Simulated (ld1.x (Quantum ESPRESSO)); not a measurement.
## aluminium (Al): TM pseudisation with PBE, scalar-relativistic reference atom.

```
Element                 : Al (Z = 13)
Generator               : ld1.x (Quantum ESPRESSO) 7.5
Type                    : norm-conserving Troullier–Martins (Kleinman–Bylander form)
Functional              : PBE
Relativity              : scalar-relativistic
Frozen core             : [Ne]
Valence charge          : 3
Reference configuration : 3s2 3p0 (charge +1)
Partial waves           : 3s (bound): rc 2.25 bohr; 3p (bound, empty): rc 1.65 bohr; 3d channel at 0.05 Ry: rc 1.95 bohr
Local potential         : all-electron potential smoothed inside 2.00 bohr (lloc = -1)
Core correction         : Bessel-smoothed model core, default radius (core density twice the valence density)
```

All-electron outer shells of the reference configuration (PBE, scalar-relativistic, ld1.x):

```tsv
shell	level (eV)	outermost node (bohr)	outermost maximum (bohr)
3s	-14.81	0.80	2.01
3p	-9.05	0.81	2.39
```

Q: Does the generator finish with these settings?

A: Yes, a potential is produced and its reference levels are reproduced.

Q: Estimate the cutoffs (Ry, on a coarse ladder) from which the occupation-weighted sum of valence levels, in a spherical-Bessel basis at the reference potential, stays within 10 and 1 mRy of its value at 400 Ry.

A: 10 Ry and 25 Ry. The cutoffs count occupied waves only; the empty 3p level needs 21 Ry at the loose tolerance.

Q: Does the potential have ghost states?

A: No extra level below or beside the all-electron valence levels (s, p, d, f tested).

Q: Tests: 3s2 3p1; 3s1 3p0; 3s2 3p0.5; 3s1 3p1; 3s2 3p1.3; 3s1 3p2; 3s0 3p3. Which has the largest error in its energy relative to the reference configuration, and how large is it?

A: 3s0 3p3, with -13 meV (all-electron minus pseudo) on +4.69 eV.
